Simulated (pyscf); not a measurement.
Optimised with ωB97X-D3(BJ)/def2-SVP in PySCF.

SMILES: NB(N)[NH][Ga]([Cl])[Cl]
```xyz
12

N      0.6486    -1.5182    -0.1862
B      0.1988    -0.2811    -0.7406
N      1.1231     0.7476    -1.0795
N     -1.2361    -0.0881    -0.9557
Ga    -2.1004     1.3352    -1.6254
Cl    -4.2237     1.3208    -1.8194
Cl    -1.1115     3.1176    -2.2700
H      0.0274    -2.2709     0.0732
H      1.6220    -1.7208    -0.0072
H      0.8546     1.6372    -1.4772
H      2.1192     0.6473    -0.9458
H     -1.8375    -0.8626    -0.6927
```
Charge 0, spin multiplicity 1.

What is the homolytic dissociation enthalpy (298 K, ωB97M-D3(BJ)/def2-TZVP) of the B–N bond of `[NH2][B]([NH2])[NH][Ga]([Cl])[Cl]`, to [H₂N–B–NH₂]• + •HN–Ga(Cl)–Cl?

B–N to [H₂N–B–NH₂]• + •HN–Ga(Cl)–Cl: 5.83 eV. The 7 functionals that were run give +5.39 (r²SCAN) to +5.83 eV (ωB97X-D3(BJ)). The radicals are drawn with the spin at the cut bond; how far it spreads was not checked. Other isomers of [H₂N–B–NH₂]•, •HN–Ga(Cl)–Cl were not searched in full and may lie lower. Elements up to Kr have no core potential and no relativistic terms here.
